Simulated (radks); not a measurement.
Dispersion coefficients C6 (hartree bohr^6) between ground-configuration atoms and ions, from the Casimir-Polder integral (3/pi) of alpha_A(iw) alpha_B(iw). All-electron calculation, scalar-relativistic Kohn-Sham, LB94 model potential, spin-polarised, spherical densities, finite nucleus; open shells are filled with parallel spins first (spin-orbit coupling, left out, can overturn this in heavy ions); Fermi nuclear charge, rms radius of each element as measured or else 0.836 A^(1/3) + 0.57 fm. Program: a radial shooting solver on a logarithmic mesh with Libxc functionals. Response by self-consistent Sternheimer equations with the Hartree and adiabatic LDA kernel, the relativistic mass of each level held fixed and spin-orbit coupling left out. For heavy and open-shell atoms this level of theory can miss by tens of per cent.

C6,I,Tl+,P2+,Mg+,C,Ca2+,Cd,Ge2+
I,332.5,,,,,,,
Tl+,208.1,134.7,,,,,,
P2+,101.7,63.98,31.23,,,,,
Mg+,171.4,101.4,51.19,104.9,,,,
C,123.8,77.04,37.86,64.29,46.15,,,
Ca2+,55.38,37.68,17.20,24.16,20.34,11.34,,
Cd,302.0,187.1,91.67,164.1,112.5,48.71,279.0,
Ge2+,103.2,65.83,31.66,51.39,38.26,18.02,93.04,32.40

Static polarisabilities (bohr^3): I ([Kr] 4d10 5s2 5p5) 31.32, Tl+ ([Hg]) 17.16, P2+ ([Ne] 3s2 3p1) 8.864, Mg+ ([Ne] 3s1) 27.13, C ([He] 2s2 2p2) 11.91, Ca2+ ([Ar]) 3.392, Cd ([Kr] 4d10 5s2) 34.19, Ge2+ ([Ar] 3d10 4s2) 8.855. The combination rule 2 Ca Cb / ((alpha_b/alpha_a) Ca + (alpha_a/alpha_b) Cb) gives 31.81 for P2+-Ge2+, against 31.66 from the integral.
